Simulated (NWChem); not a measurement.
System: SiH₃TeCl; SMILES [SiH3][Te]Cl

Here is an NWChem input.

```
start job
memory heap 200 mb stack 900 mb global 1100 mb
geometry units angstroms noautoz
  Te     0.691317     0.061174    -0.017102
  Cl    -1.072252     1.672850     0.023808
  Si    -0.950250    -1.834736    -0.003942
  H     -1.777742    -1.788546     1.233900
  H     -0.109688    -3.069905    -0.027507
  H     -1.818804    -1.769757    -1.212458
end
basis spherical
  * library sto-3g
end
dft
  xc b3lyp
  iterations 150
  mulliken
end
task dft energy
```

Structure relaxed at the PBE0/def2-SVP (def2 core potentials past Kr) level.

### Question
What results follow from this input? (B3LYP/STO-3G, non-relativistic.) Quantities: basis functions; energy (Ha); highest occupied level (eV); orbital gap (eV); dipole (D).

### Answer
* **number of basis functions**: 48
* **energy (Ha)**: -7292.41
* **highest occupied level (eV)**: -4.17
* **orbital gap (eV)**: 4.29
* **dipole (D)**: 3.09
